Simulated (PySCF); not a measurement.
**Polarisability and C₆ of As³⁺ (arsenic, charge +3)**

[Ar] 3d10 4s2, closed-shell 1S. Calculation: PySCF 2.14, in aug-cc-pwCVDZ-PP with ECP10MDF (6s5p4d1f, 48 functions); a scalar-relativistic core potential. Coupled (time-dependent) response in atomic units; α is the mean over directions. A double-zeta set is small for polarisabilities.

```tsv
method	mean α (bohr³)	C₆ (like pair)	S(−4)
UHF	7.694	24.30	30.03
PBE	6.697	20.13	22.36
PBE0	6.963	21.20	24.32
TPSS	7.131	21.98	25.40
PW91	6.684	20.07	22.26
```

S(−4) is the Cauchy moment in α(ω) = α(0) + S(−4) ω² + …

α(iu) at UHF:

```json
{"u (hartree)": "0", "α(iu) (bohr³)": "7.694"}
{"u (hartree)": "0.0500", "α(iu) (bohr³)": "7.620"}
{"u (hartree)": "0.100", "α(iu) (bohr³)": "7.406"}
{"u (hartree)": "0.200", "α(iu) (bohr³)": "6.664"}
{"u (hartree)": "0.300", "α(iu) (bohr³)": "5.726"}
{"u (hartree)": "0.500", "α(iu) (bohr³)": "4.004"}
{"u (hartree)": "0.750", "α(iu) (bohr³)": "2.610"}
{"u (hartree)": "1.00", "α(iu) (bohr³)": "1.828"}
{"u (hartree)": "1.50", "α(iu) (bohr³)": "1.083"}
{"u (hartree)": "2.00", "α(iu) (bohr³)": "0.7574"}
{"u (hartree)": "3.00", "α(iu) (bohr³)": "0.4759"}
{"u (hartree)": "5.00", "α(iu) (bohr³)": "0.2749"}
```

A single London oscillator, α(iu) = α/(1 + u²/ω²), gives C₆ = (3/4) ω α². Matching the computed C₆ needs ω = 4 × 24.30 / (3 × 7.694²) = 0.547 hartree.

For an ion, C₆ is the dispersion term alone; charge-induced terms of lower order in 1/R come first.

Energies and moments cover only the electrons outside the core potential.
